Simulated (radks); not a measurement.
The numbers below are computed, except where a source is named.
Er3+, configuration [Xe] 4f11. Code: a radial shooting solver on a logarithmic mesh with Libxc functionals. Model: Dirac Kohn-Sham, PBE, spin-unpolarised, spherical densities, finite nucleus; open shells fill j = l - 1/2 first; Fermi nuclear charge, rms radius 5.2516 fm.

Normalised radial functions P(r) = r R(r) (large component), r in bohr:

r	4d5/2	4f7/2
0.002243	0.0001	0.0000
0.002569	0.0001	0.0000
0.002967	0.0002	0.0000
0.003399	0.0003	0.0000
0.003926	0.0004	0.0000
0.004498	0.0006	0.0000
0.005153	0.0009	0.0000
0.005951	0.0013	0.0000
0.006818	0.0019	0.0000
0.007812	0.0028	0.0000
0.009021	0.0042	0.0000
0.01034	0.0061	0.0000
0.01194	0.0090	0.0001
0.01368	0.0129	0.0001
0.01567	0.0185	0.0002
0.01809	0.0269	0.0004
0.02073	0.0380	0.0006
0.02394	0.0542	0.0011
0.02743	0.0752	0.0017
0.03143	0.1032	0.0028
0.03629	0.1424	0.0045
0.04158	0.1903	0.0072
0.04764	0.2502	0.0113
0.05502	0.3277	0.0180
0.06303	0.4138	0.0275
0.07279	0.5156	0.0425
0.0834	0.6161	0.0630
0.09555	0.7116	0.0919
0.1103	0.7926	0.1343
0.1264	0.8328	0.1881
0.1448	0.8185	0.2575
0.1673	0.7248	0.3496
0.1916	0.5495	0.4540
0.2213	0.2708	0.5801
0.2536	-0.0655	0.7084
0.2905	-0.4417	0.8373
0.3355	-0.8352	0.9630
0.3844	-1.1501	1.0596
0.4439	-1.3736	1.1259
0.5086	-1.4530	1.1471
0.5827	-1.4033	1.1264
0.6729	-1.2357	1.0632
0.7709	-1.0099	0.9728
0.8832	-0.7629	0.8625
1.02	-0.5192	0.7348
1.169	-0.3307	0.6125
1.35	-0.1855	0.4884
1.546	-0.0968	0.3811
1.772	-0.0451	0.2866
2.046	-0.0175	0.2026
2.344	-0.0062	0.1392
2.685	-0.0018	0.0907
3.101	-0.0004	0.0537
3.553	-0.0001	0.0301
4.104	0.0000	0.0147
4.701	0.0000	0.0066

4d5/2: eigenvalue -194.97 eV, 1 radial node at r = 0.247 bohr, <r> = 0.587 bohr, 90 % of the charge inside 0.882 bohr. 4f7/2: eigenvalue -34.787 eV, 0 radial nodes, <r> = 0.774 bohr, 90 % of the charge inside 1.33 bohr.
